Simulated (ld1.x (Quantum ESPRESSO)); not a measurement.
# cadmium: one change to a TM semilocal potential, before and after

* Element: cadmium (Cd)
* Generator: ld1.x (Quantum ESPRESSO) 7.5
* Type: norm-conserving Troullier–Martins (semilocal form)
* Functional: LDA (PZ)
* Relativity: scalar-relativistic
* Frozen core: [Kr]
* Valence charge: 12
* Reference configuration: 4d10 5s0.5 5p0 (charge +1.5)
* Partial waves: 5s (bound): rc 2.30 bohr; 5p (bound, empty): rc 2.75 bohr; 4d (bound): rc 1.90 bohr
* Local potential: the d channel
* Core correction: Bessel-smoothed model core inside 0.85 bohr

All-electron outer shells of the reference configuration (LDA (PZ), scalar-relativistic, ld1.x):

| shell | level (eV) | outermost node (bohr) | outermost maximum (bohr) |
| --- | --- | --- | --- |
| 4p | -80.84 | 0.43 | 0.84 |
| 4d | -25.61 | 0.42 | 0.98 |
| 5s | -17.51 | 1.06 | 2.18 |
| 5p | -11.13 | 1.18 | 2.66 |

Change: reference 4d10 5s2 5p0.

Cutoffs: the cutoffs (Ry, on a coarse ladder) from which the occupation-weighted sum of valence levels, in a spherical-Bessel basis at the reference potential, stays within 10 and 1 mRy of its value at 400 Ry; they do not see the model core or the augmentation charge, which bear on the density cutoff. Errors are all-electron minus pseudo energies relative to the spin-unpolarised reference configuration.

Q: What does the change do?

A: The potential gets neither clearly harder nor softer (60 Ry and 90 Ry → 60 Ry and 90 Ry); neither file shows a bound ghost. A semilocal file is local in each channel, so a ghost entry of none says nothing of the separable form that plane-wave codes build from it.

```tsv
quantity	base	changed
cutoff, loose	60 Ry	60 Ry
cutoff, tight	90 Ry	90 Ry
bound ghosts	none	none
largest error over its own tests, meV	-104	-108
s: phases at 3.00 bohr within 0.05 rad from the reference energy up to (Ry; the scan ends near 5)	1.2	2.1
p: phases at 3.00 bohr within 0.05 rad from the reference energy up to (Ry; the scan ends near 5)	1.9	2.7
d: phases at 3.00 bohr within 0.05 rad from the reference energy up to (Ry; the scan ends near 5)	0.1	1.0
```
